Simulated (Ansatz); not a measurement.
```xyz
8

C    -0.712   -0.827   -0.963
Ga    0.356    0.147    0.342
F     1.812   -0.623    0.969
Se    0.020    2.252    1.248
H    -1.649   -0.312   -1.173
H    -0.145   -0.928   -1.890
H    -0.925   -1.828   -0.583
H     1.243    2.119    2.050
```

Total charge 0; spin multiplicity 1.

**Question.** List the PBE/def2-TZVPP orbital energies in eV (Ansatz). (Best estimate.)

**Answer.** Ansatz gave: Occupied: -12302.41, -10094.09, -1562.40, -1403.18, -1403.15, -1403.11, -1233.95, -1093.67, -1093.57, -1093.54, -658.58, -269.21, -205.39, -150.71, -150.62, -150.48, -143.81, -98.43, -98.19, -98.12, -53.82, -53.80, -53.69, -53.61, -53.60, -27.79, -20.51, -20.37, -20.32, -20.32, -20.16, -17.47, -17.26, -11.12, -10.36, -10.26, -9.71, -8.82, -8.75, -8.41, -7.16, -6.30. Lowest empty: -1.55, -1.40, -0.77, 0.67, 0.80, 2.07, 2.15, 2.65.
